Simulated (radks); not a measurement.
The numbers below are computed, except where a source is named.
Spherical quantum dot in the effective-mass picture: electrons in a well V = -V0 / (1 + exp((r - R)/a)) with V0 = 11.3, R = 3.85, a = 0.3, all in effective atomic units (hartree* = m*/eps^2 hartree, bohr* = eps/m* bohr), one dielectric constant everywhere. Level of theory: non-relativistic Kohn-Sham, LDA (Slater exchange, Perdew-Wang correlation), spin-polarised, spherical densities (a radial shooting solver with Libxc functionals). Levels are named by radial order and angular momentum (1s, 1p, 1d, 2s, ...), and open shells are averaged over m. Results are scaled to m* = 0.12 and eps = 8.9, for which hartree* = 41.22 meV and bohr* = 3.925 nm.

N = 3, configuration 1s2 1p(up 1, down 0). This is the lowest configuration that the search found. Occupied and some empty levels:

| level | occupation | eigenvalue (meV) | <r> (nm) |
|---|---|---|---|
| 1s up | 1 | -406.38 | 7.503 |
| 1s down | 1 | -404.59 | 7.479 |
| 1p up | 1 | -391.85 | 8.609 |
| 1p down | 0 | -389.96 | 8.615 |
| 1d up | 0 | -372.29 | 9.375 |
| 1d down | 0 | -370.43 | 9.390 |
| 2s up | 0 | -358.56 | 7.262 |
| 2s down | 0 | -357.32 | 7.273 |
| 1f up | 0 | -348.59 | 9.969 |
| 1f down | 0 | -346.81 | 9.987 |

Energy (meV): total -1275.38, kinetic 54.514, external -1379.1, Hartree 82.842, exchange-correlation -33.659.

Electron density:

| r (nm) | n(r) (e/nm^3) |
|---|---|
| 0.745 | 0.0007574 |
| 1.99 | 0.0007735 |
| 3.24 | 0.0007934 |
| 4.48 | 0.0007984 |
| 5.73 | 0.0007658 |
| 6.97 | 0.0006783 |
| 8.21 | 0.0005350 |
| 9.46 | 0.0003595 |
| 10.7 | 0.0001936 |
| 12.0 | 0.00007738 |
| 13.2 | 0.00002065 |
| 14.4 | 3.342e-06 |
| 15.7 | 3.262e-07 |
